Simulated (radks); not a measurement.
Trend from K to Kr: ionisation energy by Delta-SCF between NIST ground configurations, and size. Calculated with a radial shooting solver on a logarithmic mesh with Libxc functionals: Dirac Kohn-Sham, PBE, spin-unpolarised, spherical densities, point nucleus; open shells fill j = l - 1/2 first.

| species | configuration | IE (eV) | NIST (eV) | kind | -e(HOMO) (eV) |
|---|---|---|---|---|---|
| K | [Ar] 4s1 | 4.314 | 4.341 | exp. | 2.319 (4s1/2) |
| Ca | [Ar] 4s2 | 6.309 | 6.113 | exp. | 3.766 (4s1/2) |
| Sc | [Ar] 3d1 4s2 | 6.895 | 6.561 | exp. | 3.246 (3d3/2) |
| Ti | [Ar] 3d2 4s2 | 7.344 | 6.828 | exp. | 4.274 (3d3/2) |
| V | [Ar] 3d3 4s2 | 7.176 | 6.746 | exp. | 4.698 (4s1/2) |
| Cr | [Ar] 3d5 4s1 | 6.896 | 6.767 | exp. | 2.856 (3d5/2) |
| Mn | [Ar] 3d5 4s2 | 8.412 | 7.434 | exp. | 5.103 (4s1/2) |
| Fe | [Ar] 3d6 4s2 | 8.726 | 7.902 | exp. | 5.289 (4s1/2) |
| Co | [Ar] 3d7 4s2 | 6.561 | 7.881 | exp. | 5.467 (4s1/2) |
| Ni | [Ar] 3d8 4s2 | 6.421 | 7.640 | exp. | 5.641 (4s1/2) |
| Cu | [Ar] 3d10 4s1 | 8.149 | 7.726 | exp. | 4.610 (4s1/2) |
| Zn | [Ar] 3d10 4s2 | 9.889 | 9.394 | exp. | 5.978 (4s1/2) |
| Ga | [Ar] 3d10 4s2 4p1 | 5.767 | 5.999 | exp. | 2.622 (4p1/2) |
| Ge | [Ar] 3d10 4s2 4p2 | 7.532 | 7.899 | exp. | 3.947 (4p1/2) |
| As | [Ar] 3d10 4s2 4p3 | 8.979 | 9.789 | exp. | 5.047 (4p3/2) |
| Se | [Ar] 3d10 4s2 4p4 | 10.657 | 9.752 | exp. | 6.346 (4p3/2) |
| Br | [Ar] 3d10 4s2 4p5 | 12.345 | 11.814 | exp. | 7.675 (4p3/2) |
| Kr | [Kr] | 14.057 | 14.000 | exp. | 9.041 (4p3/2) |

Reference values: NIST Atomic Spectra Database (measured). Spin polarisation and multiplet splitting are left out, so open shells lie too high by an amount that depends on their filling.

Beside tabulated values, note that spin-unpolarised runs miss the spin-polarisation part of the exchange energy of open shells.
